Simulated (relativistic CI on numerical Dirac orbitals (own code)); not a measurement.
**Pb III: calculation against measurement**

Computed by Dirac-Coulomb-Breit CI, KLI orbitals optimised for each configuration, model QED, valence Slater integrals scaled by 0.85, P86 correlation energy added to each configuration (own radial code, finite nucleus).

Configuration list (outside the closed core [Xe] 4f14): 5d10 6s2, 5d10 6s 6p, 5d10 6s 6d, 5d10 6s 7s, 5d10 6s 7p, 5d9 6s2 6p, 5d10 6p 6d, 5d9 6s2 5f, 5d10 6s 5f, 5d10 6s 8s, 5d10 6s 7d, 5d10 6p2, 5d9 6p3, 5d9 5f 6p2, 5d10 6d2, 5d9 6p 6d2, 5d9 5f 6d2. Double excitations out of closed p, d and f shells are left out; levels of such configurations are missing from the list, as are those of other unlisted configurations, and high levels can miss mixing partners.

```tsv
Configuration	Term (tabulated)	J	Measured (cm⁻¹)	Computed	Error	Purity (%)
5d10 6s2	1S	0	0.0	0	0	98
5d10 6s 6p	3P°	0	60397.0	53799	-6598	99
5d10 6s 6p	3P°	1	64391.0	58049	-6342	94
5d10 6s 6p	1P°	1	95340.1	90712	-4628	91
5d10 6p2	3P	0	142551.0	140287	-2264	86
5d10 6s 7s	3S	1	150083.7	144228	-5856	98
5d10 6s 7s	1S	0	153783.4	148677	-5106	98
5d9 6s2 6p	3P°	2	154494.0	154792	298	67
5d10 6p2	3P	1	155431.5	151518	-3913	76
5d10 6s 6d	3D	1	157444.1	152484	-4960	77
5d10 6s 6d	3D	2	157925.0	152711	-5214	99
5d10 6s 6d	3D	3	158956.8	153583	-5374	100
5d10 6p2	3P	2	164817.9	161091	-3727	69
5d10 6s 7p	3P° †	0	170917.3	164541	-6376	100
5d10 6s 7p	3P° †	1	171081.4	165075	-6007	84
5d9 6s2 6p	3F°	4	173329.0	172782	-547	94
5d9 6s2 6p	3F°	2	173986.3	173839	-147	65
5d9 6s2 6p	3P°	1	174600.9	175050	449	63
5d10 6s 7p	3P°	2	176022.9	169148	-6875	97
5d10 6s 7p	1P°	1	177181.4	170778	-6403	74
5d9 6s2 6p	1D°	2	177906.5	177589	-318	64
5d9 6s2 6p	1P°	1	184268.1	185662	1394	71
5d10 6p2	1S	0	188615.0	184597	-4018	79
5d10 6s 5f	3F°	2	190287.8	183284	-7004	91
5d10 6s 5f	3F°	4	190429.0	183394	-7035	94
5d10 6s 5f	1F°	3	190901.2	183611	-7290	91
5d9 6s2 6p	3P°	0	192880.0	190948	-1932	98
5d10 6s 8s	3S	1	197892.8	191603	-6290	100
5d9 6s2 6p	3D°	2	199343.9	198190	-1154	56
5d10 6s 8s	1S	0	199400.6	193829	-5571	94
5d10 6s 7d	3D	1	201398.7	195065	-6334	100
5d10 6s 7d	3D	2	201597.3	195267	-6330	99
5d10 6s 7d	3D	3	202046.8	195620	-6427	100
5d10 6s 7d	1D	2	203301.6	198677	-4624	91
```

Measured levels from Moore, Atomic Energy Levels, vol. III, NSRDS-NBS 35 (1971 reprint of NBS Circular 467, 1958); pairs were made by configuration, J and term (by order where the table uses no LS term), so strongly mixed levels may be paired wrongly. The analysis dates from before 1960.

Mean error by configuration (cm⁻¹): 5d10 6s 6p -5856; 5d10 6p2 -3480; 5d10 6s 7s -5481; 5d9 6s2 6p -245; 5d10 6s 6d -5183; 5d10 6s 7p -6639; 5d10 6s 5f -7110; 5d10 6s 8s -5931; 5d10 6s 7d -5929. Over the excited levels the mean absolute error is 4336 cm⁻¹ (33 of the 66 excited levels that our extract of the source holds in range could be paired, and the others can miss by more), and the median relative error of those above 1,000 cm⁻¹ is 3.1 %. † marks terms whose computed intervals miss the measured ones by more than a factor of 2.5, or configurations far off the rest, from wrong mixing, a near crossing or a doubtful label or measurement; they are left out of the means.
